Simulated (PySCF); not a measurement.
C2H11N2Si3 (doublet state).
Z-matrix (Å and degrees, GFN2-xTB geometry), rows numbered from 1:
```
C 
Si  1  1.9032
C   2  1.9016  1  110.35
N   2  1.7365  1  112.37  3   123.45
Si  4  1.7434  2  121.02  1   104.59
Si  5  2.2867  4   97.49  2    16.77
N   2  1.7328  1  111.41  3  -125.38
H   1  1.0856  2  111.15  3   -59.10
H   1  1.0854  2  111.11  3    60.60
H   1  1.0853  2  111.29  3  -179.25
H   3  1.0855  2  111.13  1   -59.59
H   3  1.0853  2  111.25  1  -179.70
H   3  1.0854  2  111.18  1    60.11
H   4  1.0056  2  118.17  1   -68.75
H   5  1.4802  4  102.16  2   145.92
H   6  1.4780  5  127.80  4   101.46
H   6  1.4762  5  112.42  4  -123.97
H   7  1.0054  2  116.97  1    63.90
```

The hyperfine couplings belong to this conformer and change with its torsions.

The species is `C[Si]1(C)N[SiH][SiH2]N1` [radical].

Method used: UKS B3LYP, pcH-1 on C H N Si, non-relativistic, mean-field spin-orbit, GIAO (PySCF). The structure is a single GFN2-xTB conformer in the gas phase; no vibrational or solvent corrections. Couplings are sensitive to structure, and on GFN2-xTB geometries they can be far from those on DFT ones, by a factor of two or more for some ions and for spin on atoms past the first row. The SCF solution wasn't tested for stability.

Q: Give the principal g shifts and their parts.

A: 
```json
{"Δg (ppm)": "relativistic mass correction", "1": "-149", "2": "-149", "3": "-149"}
{"Δg (ppm)": "gauge correction", "1": "17", "2": "56", "3": "55"}
{"Δg (ppm)": "orbital Zeeman/spin–orbit", "1": "-141", "2": "717", "3": "2208"}
{"Δg (ppm)": "total", "1": "-273", "2": "623", "3": "2114"}
```

So g = 2.00205, 2.00294, 2.00443 and g_iso = 2.00314; the tensor is rhombic: the two nearest values differ by 38 % of g3 − g1. Axes: g3 points within 12° of the N4–Si5 bond.

Q: What are the electron Larmor frequencies g μB B/h along the three axes at 1200 mT?

A: 33.6254, 33.6404, 33.6654 GHz for g1, g2 and g3, a range of 40.1 MHz.

Q: What effective moment and Curie constant follow for a powder?

A: With the mean of g² = 4.0126 and S(S+1) = 0.75: μ_eff = √(⟨g²⟩S(S+1)) = 1.735 μB and χT = 0.12505·⟨g²⟩·S(S+1) = 0.376 cm³ K/mol (cgs; spin-Hamiltonian part alone).

Q: At 9.603 GHz, how far is the centre of the isotropic spectrum from where a free electron (g = 2.002319) resonates?

A: B = hν/(g μB) with μB/h = 13.99624 MHz/mT gives 342.66 mT for the free electron and 342.52 mT at g_iso, 0.14 mT lower.

Q: In a frozen sample, at which fields do the three g values resonate at 9.5, 34, 94 and 263 GHz (hyperfine left aside), and which band first spreads them over more than twice a line width of 0.5 mT?

A: 
```json
{"band": "X", "GHz": "9.5", "B(g3) mT": "338.63", "B(g2) mT": "338.88", "B(g1) mT": "339.03", "spread mT": "0.40"}
{"band": "Q", "GHz": "34.0", "B(g3) mT": "1211.93", "B(g2) mT": "1212.83", "B(g1) mT": "1213.37", "spread mT": "1.45"}
{"band": "W", "GHz": "94.0", "B(g3) mT": "3350.62", "B(g2) mT": "3353.11", "B(g1) mT": "3354.61", "spread mT": "4.00"}
{"band": "J", "GHz": "263.0", "B(g3) mT": "9374.60", "B(g2) mT": "9381.57", "B(g1) mT": "9385.78", "spread mT": "11.18"}
```

The spread grows in proportion to the frequency. Q band is the first where it exceeds 1.0 mT.

The largest Mulliken spin populations are on Si5 (+0.76) and N4 (+0.14). No atom but Si5 exceeds +0.15. The angles at Si5 add up to 325.4°, so it is pyramidal.

The HOMO–LUMO gaps are 4.48 eV among the α and 4.39 eV among the β orbitals.
